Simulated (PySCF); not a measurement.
Match the calculated data to a structure.

All candidates are C3H12B2N2.

| technique | computed result |
| --- | --- |
| Dipole | 0.19 D [CAM-B3LYP/def2-SVPD] |
| Rotational structure | rotational constants A, B, C: 5.721, 1.596, 1.376 GHz [PBE0-D3(BJ)/def2-SVP] |
| UV, strongest line | among the 10 lowest singlet transitions: S8 at 7.97 eV (156 nm, f = 0.042) [TDDFT CAM-B3LYP/def2-SVPD] |
| 1H NMR | chemical shifts (computed TMS as zero) by class: 3.41 (1 H), 3.33 (1 H), 2.59 (1 H), 1.77 (2 H), 1.34 (2 H), 0.40 (2 H), 0.09 (2 H), -0.52 (1 H) ppm [GIAO PBE0/pcSseg-1] |
| Couplings | largest of the computed one-bond spin–spin couplings (means over like bonds): 13C–1H +168.7 (×2), 13C–1H +166.5 (×2), 13C–1H +144.2, 11B–1H +120.6, 11B–1H +120.2, 11B–1H +118.5, 15N–1H -75.9 (×2), 15N–1H -74.8 (×2) Hz [B3LYP/pcJ-1, spin–dipole term left out for some pairs] |
| Valence photoelectron | vertical ionisation energy: 9.72 eV [ΔSCF CAM-B3LYP/def2-SVPD] |
| NMR, other nuclei | isotropic shieldings of nuclei other than C and H, by class: 106 (1 B), 115 (1 B), 233 (2 N) ppm [GIAO PBE0/pcSseg-1] |
| Triplet | lowest triplet excitation (Tamm–Dancoff): 7.04 eV [TDA CAM-B3LYP/def2-SVPD] |
| 13C NMR | chemical shifts (computed TMS as zero) by class: 5.9 (1 C), 3.5 (2 C) ppm [GIAO PBE0/pcSseg-1] |

Electronic properties: PySCF, gas phase, density fitting. Levels stand in brackets. The structure is a single PBE0-D3(BJ)/def2-SVP conformer in the gas phase; no vibrational or solvent corrections. NMR values are class means; diastereotopic atoms form classes of their own.

Task: Which candidate is it?
A. `C=C[B@@H-]1[NH2+][BH2-][N@H+]1C`
B. `C=C(C)[BH-]1[NH2+][BH2-][NH2+]1`
C. `[BH2-]1[NH2+][BH-](C2CC2)[NH2+]1`

Result: C. It is `[BH2-]1[NH2+][BH-](C2CC2)[NH2+]1`. Numbering: `[BH2-:1]1[NH2+:2][BH-:3]([CH:4]2[CH2:5][CH2:6]2)[NH2+:7]1`. 3 carbons fall into 2 classes; from least to most shielded: ring sp3 carbon bound to boron [C4] (5.9 ppm), three-membered-ring carbon [C5/C6] (3.5 ppm, 2 C). Hydrogen classes from least to most shielded: 1 H on a four-coordinate boron, B1 (3.41 ppm), 1 H on a four-coordinate boron, B1 (3.33 ppm), 1 H on a four-coordinate boron, B3 (2.59 ppm), 2 H on 2 like atoms (nitrogen bonded to 2 B and 2 H), N2/N7 (1.77 ppm), 2 H on 2 like atoms (nitrogen bonded to 2 B and 2 H), N2/N7 (1.34 ppm), 2 H on 2 three-membered-ring carbons, C5/C6 (0.40 ppm), 2 H on 2 three-membered-ring carbons, C5/C6 (0.09 ppm), 1 H on an sp3 carbon bound to boron, C4 (-0.52 ppm). The other shieldings belong to: 106 ppm, four-coordinate boron [B3]; 115 ppm, four-coordinate boron [B1]; 233 ppm, nitrogen bonded to 2 B and 2 H [N2/N7]. The couplings run between: +168.7 Hz, three-membered-ring carbon [C5] and its hydrogen (with 1 like pair); +166.5 Hz, three-membered-ring carbon [C5] and its hydrogen (with 1 like pair); +144.2 Hz, sp3 carbon bound to boron [C4] and its hydrogen; +120.6 Hz, four-coordinate boron [B1] and its hydrogen; +120.2 Hz, four-coordinate boron [B1] and its hydrogen; +118.5 Hz, four-coordinate boron [B3] and its hydrogen; -75.9 Hz, nitrogen bonded to 2 B and 2 H [N2] and its hydrogen (with 1 like pair); -74.8 Hz, nitrogen bonded to 2 B and 2 H [N2] and its hydrogen (with 1 like pair). The first electron is taken from the HOMO, whose largest Löwdin shares are 0.18 on each of 2 atoms of one kind (three-membered-ring carbon), 0.15 on the sp3 carbon bound to boron and 0.11 on a four-coordinate boron. The optimised geometry has point group Cs and is an asymmetric top.

The others, at the same levels:
- `C=C(C)[BH-]1[NH2+][BH2-][NH2+]1` fails: it has 3 carbon classes against 2; its computed 13C shifts are 163.8 (1 C), 118.3 (1 C), 24.6 (1 C) ppm, 1H shifts are 5.42 (1 H), 4.84 (1 H), 3.64 (1 H), 3.46 (1 H), 3.20 (1 H), 1.80 (3 H), 1.68 (2 H), 1.46 (2 H) ppm and vertical ionisation energy is 9.02 eV (against 9.72 eV).
- `C=C[B@@H-]1[NH2+][BH2-][N@H+]1C` fails: it has 3 carbon classes against 2; its computed 13C shifts are 157.0 (1 C), 123.5 (1 C), 39.4 (1 C) ppm, 1H shifts are 6.55 (1 H), 5.65 (1 H), 5.23 (1 H), 3.39 (1 H), 3.18 (1 H), 3.10 (1 H), 2.38 (3 H), 1.66 (1 H), 1.55 (1 H), 1.02 (1 H) ppm and vertical ionisation energy is 9.33 eV (against 9.72 eV).

Each candidate is one conformer, not necessarily the lowest. The conformers computed, where there is a choice (atom-mapped SMILES and torsion angles):
- `[BH2-:1]1[NH2+:2][BH-:3]([CH:4]2[CH2:5][CH2:6]2)[NH2+:7]1`: N2–B3–C4–C5 163°
- `[CH2:1]=[C:2]([CH3:3])[BH-:4]1[NH2+:5][BH2-:6][NH2+:7]1`: C1–C2–B4–N5 114°
- `[CH2:1]=[CH:2][B@@H-:3]1[NH2+:4][BH2-:5][N@H+:6]1[CH3:7]`: C1–C2–B3–N4 117°
